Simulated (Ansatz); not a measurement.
Basis-set extrapolation for `CB[SiH](C)S` (PBE0-D4/def2-TZVP geometry, frozen core, Ansatz 0.2.0). Multiplicity 1, RHF reference.

|  | def2-TZVPP | def2-QZVPP |
| --- | --- | --- |
| HF | -792.190764 | -792.215607 |
| MP2 correlation | -0.779828 | -0.833528 |
| CCSD(T) correlation | -0.882209 | not run |

Energies in hartree. Use E(X) = E(∞) + A·exp(−7.88·√X) for Hartree–Fock and E(X) = E(∞) + B·X^(−2.97) for correlation, with X = 3 and 4, and add CCSD(T) minus MP2 of the smaller set to the MP2 limit.

Problem. What is the CCSD(T) energy at the basis-set limit?

Solution. HF limit: -792.215607 + (-0.024843) × 0.13774 = -792.21903. MP2 limit: -0.833528 + (-0.053700) × 0.74074 = -0.87331. Higher-order term: -0.882209 − (-0.779828) = -0.10238. Total: -793.19472 hartree, 319.6 kJ/mol below CCSD(T)/def2-TZVPP.
